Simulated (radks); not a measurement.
The numbers below are computed, except where a source is named.
The table gives one normalised radial function P(r) = r R(r) (large component) of Tb in [Kr] 4d10 4f9 5s2 5p5 6s2 6p1 (r in bohr). Code: a radial shooting solver on a logarithmic mesh with Libxc functionals. Model: Dirac Kohn-Sham, PW91, spin-unpolarised, spherical densities, finite nucleus; open shells are shared between the two j in proportion to 2j + 1; Fermi nuclear charge, rms radius 5.06 fm.

r	P
0.0009044	0.0008
0.001246	0.0011
0.001702	0.0016
0.002343	0.0024
0.003227	0.0036
0.004409	0.0055
0.006071	0.0085
0.008361	0.0132
0.01151	0.0201
0.01573	0.0296
0.02166	0.0418
0.02983	0.0544
0.04075	0.0615
0.05612	0.0538
0.07729	0.0209
0.1064	-0.0350
0.1454	-0.0827
0.2002	-0.0725
0.2758	0.0194
0.3767	0.1181
0.5188	0.1023
0.7145	-0.0553
0.9839	-0.2075
1.344	-0.1902
1.851	0.0238
2.549	0.3062
3.483	0.4904
4.796	0.4829
6.605	0.3118
9.096	0.1389
12.43	0.0400
17.11	0.0054

Which n and l does it have? It may be an empty orbital.

Answer. n = 6, l = 1: the number of nodes gives n - l - 1 = 4, the rise at small r points to l (for j = l - 1/2 the large component starts outside the nucleus as r^gamma with gamma = sqrt(l^2 - (Z/c)^2) = 0.88 and the r^(l+1) term takes over further out; the orbital of l - 1 with the same j starts with the same power, but with a larger coefficient, and does not steepen), and the extent must fit the shell. The curve is that of 6p1/2; the two j differ most near the nucleus, where j = l - 1/2 has the larger amplitude, and in heavy atoms j = l - 1/2 is also the more compact. 6p1/2: eigenvalue -2.447 eV, 4 radial nodes at r = 0.0880, 0.261, 0.650, 1.80 bohr, <r> = 4.82 bohr, 90 % of the charge inside 7.20 bohr.
